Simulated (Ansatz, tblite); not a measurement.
Removing and adding an electron: Ti(OH)F3 (TiOF₃H). Charge 0, multiplicity 1. Geometry: PBE-D4/def2-SVP. Ansatz, gas phase; energy differences of separate SCF runs; the oxidised species was run as a doublet alone; the reduced species was run as a doublet alone.

```xyz
6

Ti   -0.064    0.276    0.329
O     0.467   -0.478   -1.186
H     0.336   -1.332   -1.633
F     0.469   -0.692    1.689
F    -1.815    0.336    0.376
F     0.607    1.891    0.425
```

The xTB rows come from tblite. HOMO above LUMO, or a gap near zero within one spin, warns that the state may not be the lowest or that an electron is smeared out.

Question: Estimate orbital energies and vertical ionisation energies and electron affinities at: GFN1-xTB; GFN2-xTB; PBE-D4/def2-TZVP; PBE-D4/def2-TZVPD; r2SCAN-D4/def2-TZVP; r2SCAN-D4/def2-TZVPD; PBE0-D4/def2-TZVP; PBE0-D4/def2-TZVPD.

Answer: 
```
               level  −HOMO (eV)  vertical IE (eV)  −LUMO (eV)  vertical EA (eV)  HOMO–LUMO gap (eV)  IE − EA (eV)                                     remarks
            GFN1-xTB       14.85             18.57       10.61              6.86                4.24         11.71                                           –
            GFN2-xTB       13.42             17.19        8.69              4.88                4.73         12.31                                           –
    PBE-D4/def2-TZVP        8.76             12.56        3.60                 –                5.15             –  gap within one spin near zero (+1 doublet)
   PBE-D4/def2-TZVPD        8.79                 –        3.63              0.19                5.16             –                HOMO above zero (-1 doublet)
 r2SCAN-D4/def2-TZVP        9.19             12.72        3.59                 –                5.60             –                                           –
r2SCAN-D4/def2-TZVPD        9.19                 –        3.58              0.19                5.62             –                HOMO above zero (-1 doublet)
   PBE0-D4/def2-TZVP       10.56             12.94        2.68                 –                7.89             –                                           –
  PBE0-D4/def2-TZVPD       10.57                 –        2.67              0.41                7.90             –                HOMO above zero (-1 doublet)
```

   A HOMO above zero means that the electron is unbound at that level or that self-interaction error raises the level; the energy of removing that electron tells which. Raw xTB energy differences between charge states are shifted by several eV; the methods need an empirical correction for them.
